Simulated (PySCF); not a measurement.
Compound: C₃H₁₂AlNS.
Atom-mapped SMILES: `[CH3:1][NH:2][AlH2-:3][S+:4]([CH3:5])[CH3:6]` (hydrogens: H7, H8, H9 on C1; H10 on N2; H11, H12 on Al3; H13, H14, H15 on C5; H16, H17, H18 on C6)

Computed with PySCF, TDDFT wB97X-D/def2-SVPD, vertical, gas phase, core orbitals frozen in the response. The structure is a single PBE0-D3(BJ)/def2-SVP conformer in the gas phase; no vibrational or solvent corrections. Torsions of this conformer, `[CH3:1][NH:2][AlH2-:3][S+:4]([CH3:5])[CH3:6]`: C1–N2–Al3–S4 92°, N2–Al3–S4–C5 -159°.

| state | E (eV) | ν̃ (cm⁻¹) | f | \|μ\| (D) | main configurations (H = HOMO, L = LUMO) |
| --- | --- | --- | --- | --- | --- |
| S1 | 5.43 | 43830 | 0.011 | 0.73 | H→L (73%) |
| S2 | 6.13 | 49470 | 0.0040 | 0.42 | H→L+2 (18%), H-2→L (17%), H→L+1 (15%) |
| S3 | 6.26 | 50490 | 0.058 | 1.56 | H→L+2 (41%), H→L+4 (22%), H→L+1 (21%) |
| S4 | 6.50 | 52390 | 0.011 | 0.66 | H→L+3 (54%), H→L+5 (19%), H→L+8 (8%) |
| S5 | 6.81 | 54890 | 0.024 | 0.96 | H-2→L (39%), H→L+2 (16%), H-1→L (11%) |
| S6 | 6.92 | 55820 | 0.010 | 0.62 | H→L+7 (30%), H→L+6 (21%), H→L+5 (12%) |
| S7 | 6.99 | 56410 | 0.0042 | 0.40 | H-1→L (49%), H-1→L+2 (8%) |
| S8 | 7.09 | 57210 | 0.046 | 1.31 | H→L+1 (14%), H→L+4 (14%), H→L+7 (13%) |
| S9 | 7.10 | 57250 | 0.0099 | 0.61 | H→L+4 (28%), H→L+5 (18%), H→L+8 (9%) |
| S10 | 7.34 | 59180 | 0.036 | 1.14 | H→L+8 (23%), H→L+6 (19%), H-2→L+1 (12%) |

Triplets, Tamm–Dancoff:

```csv
state,E (eV),λ (nm),"main configurations (H = HOMO, L = LUMO)"
T1,5.31,233.3,H→L (71%)
T2,5.81,213.5,"H→L+2 (43%), H→L+4 (20%), H→L+1 (10%)"
T3,5.91,209.7,"H-2→L (29%), H→L+1 (13%), H→L+3 (11%)"
T4,6.33,195.9,"H→L+3 (40%), H→L+5 (17%)"
```

The lowest singlet lies at 5.43 eV (228 nm, ultraviolet) and is weak; its leading configuration is HOMO→LUMO (73%). The most intense listed level is S3 at 6.26 eV (198 nm, f = 0.058), 0.83 eV above S1. S8/S9 lie within about 0.01 eV of each other. Löwdin shares by element: HOMO nitrogen 58%, carbon 13% or more, aluminium 6%, sulfur 6% (atoms not listed hold the other 17%); LUMO sulfur 44%, carbon 16% or more, aluminium 13% (atoms not listed hold the other 27%). Weighted by f, the mean energy of these states is 6.73 eV. Orbital energies (eV): HOMO-3 -10.52, HOMO-2 -9.67, HOMO-1 -9.45, HOMO -7.83, LUMO 1.69, LUMO+1 1.85, LUMO+2 2.12. The oscillator strengths of these states sum to 0.214; summed over the whole spectrum of an exact calculation they would give the number of electrons, 66 (Thomas–Reiche–Kuhn). No computed singlet lies in the visible range (380 to 750 nm); the lowest, at 228 nm, stands 2.17 eV above its violet end (3.26 eV). All these states lie below the vertical ionisation energy of 8.00 eV (ΔSCF). Singlets were solved by full linear response, triplets in the Tamm–Dancoff approximation.
